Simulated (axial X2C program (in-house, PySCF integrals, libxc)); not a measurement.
Outer orbitals of ZrGe at 2.605 Å, PBE0

Computed with an axial X2C code built on PySCF integrals. Spin-free means the one-electron spin-free X2C Hamiltonian; two-component (2c) means X2C with spin–orbit coupling and atomic mean-field two-electron Coulomb and Gaunt terms, so the difference of the two also holds small scalar two-electron terms. Basis: Zr dyall-cv3z [11s12p9d6f3g], Ge dyall-cv3z [9s9p7d4f1g] (cores contracted in-house); Gaussian nuclei, density fitting, unrestricted open shells. Masses: Zr 89.905 u, Ge 73.921 u.

The distance is close to the 2c PBE0 minimum; the highest filled and lowest empty levels are listed.

Spin-free orbitals, state M_S = 2, Λ = 2 (beyond evenly filled blocks: σα, π+α, π-α, δ+α) (Löwdin shares):

```tsv
symmetry	occupied	ε (eV)	atomic character
δ-α	yes	-31.85	100% Ge d
δ+α	yes	-31.85	100% Ge d
δ+β	yes	-31.73	100% Ge d
δ-β	yes	-31.73	100% Ge d
π-α	yes	-31.69	100% Ge d
π+α	yes	-31.69	100% Ge d
σα	yes	-31.63	99% Ge d
π+β	yes	-31.61	100% Ge d
π-β	yes	-31.61	100% Ge d
σβ	yes	-31.56	98% Ge d
σα	yes	-13.00	65% Ge s, 11% Zr p, 11% Zr d
σβ	yes	-11.55	67% Ge s, 11% Zr d, 10% Zr p
σα	yes	-5.65	56% Ge p, 26% Zr s, 9% Zr d
π+α	yes	-5.46	47% Ge p, 40% Zr d, 7% Zr p
π-α	yes	-5.41	49% Ge p, 39% Zr d, 7% Zr p
σα	yes	-5.08	55% Zr d, 36% Zr s, 4% Ge p
δ+α	yes	-4.97	99% Zr d
σβ	yes	-4.78	52% Ge p, 25% Zr s, 13% Zr d
π+β	no	-2.36	50% Ge p, 40% Zr d, 5% Zr p
π-β	no	-2.36	50% Ge p, 40% Zr d, 5% Zr p
δ-α	no	-2.35	99% Zr d
σβ	no	-2.07	50% Zr s, 19% Zr p, 16% Zr d
```

Spinors with spin–orbit coupling (state Ω = 4):

```tsv
ω	occupied	ε (eV)	atomic character	λ mixture
-3/2	yes	-32.42	99% Zr p	100% π
-3/2	yes	-32.16	100% Ge d	90% δ, 10% π
3/2	yes	-32.06	100% Ge d	82% δ, 18% π
-1/2	yes	-31.98	98% Ge d, 2% Zr p	71% π, 29% σ
1/2	yes	-31.95	99% Ge d	59% π, 41% σ
5/2	yes	-31.65	100% Ge d	100% δ
-5/2	yes	-31.53	100% Ge d	100% δ
3/2	yes	-31.49	100% Ge d	82% π, 18% δ
-3/2	yes	-31.44	100% Ge d	90% π, 10% δ
1/2	yes	-31.42	100% Ge d	59% σ, 41% π
-1/2	yes	-31.40	98% Ge d	71% σ, 29% π
1/2	yes	-12.99	65% Ge s, 11% Zr p, 11% Zr d	100% σ
-1/2	yes	-11.55	67% Ge s, 11% Zr d, 10% Zr p	100% σ
1/2	yes	-5.64	56% Ge p, 26% Zr s, 9% Zr d	100% σ
-1/2	yes	-5.46	49% Ge p, 38% Zr d, 7% Zr p	100% π
3/2	yes	-5.41	46% Ge p, 42% Zr d, 6% Zr p	100% π
1/2	yes	-5.08	55% Zr d, 36% Zr s, 4% Ge p	100% σ
5/2	yes	-4.93	99% Zr d	100% δ
-1/2	yes	-4.78	52% Ge p, 25% Zr s, 14% Zr d	100% σ
1/2	no	-2.40	50% Ge p, 39% Zr d, 6% Zr p	100% π
-3/2	no	-2.39	95% Zr d, 4% Ge p	92% δ, 8% π
-3/2	no	-2.31	46% Ge p, 45% Zr d, 5% Zr p	92% π, 8% δ
-1/2	no	-2.07	50% Zr s, 19% Zr p, 17% Zr d	99% σ, 1% π
```

Problem. How does the gap between the highest filled and lowest empty level change from the spin-free to the 2c table?

Solution. From 2.42 to 2.38 eV at PBE0, a change of -0.04 eV.

Mulliken charges and populations of the two-component result (they depend on the basis, above all on diffuse functions):

Zr 0.08 e (s 9.14 p 18.18 d 12.57 f 0.02), Ge -0.08 e (s 7.86 p 14.18 d 10.04). ⟨Lz⟩ = 2.00 ħ and ⟨Sz⟩ = 2.00 ħ (1.38 and 0.62 on the two atoms), which add up to Ω.

Occupations by symmetry block were frozen at the best pattern of an incomplete PBE0 search. Density functionals use the spin component along the axis (collinear). PBE0 can misorder states that lie within some tenths of an eV, so this need not be the ground state of the molecule. The nearest other spin-free determinant of the search, M_S = 1, Λ = 1, lies 0.44 eV up at the distance of the search. The functionals have no current-density term, which raises determinants with orbital currents, atoms included. With several unpaired electrons one determinant need not be a pure state. Open-shell Ω = 0 determinants with evenly filled partner blocks cannot be reached by this program, so the Ω shown need not be the lowest component.
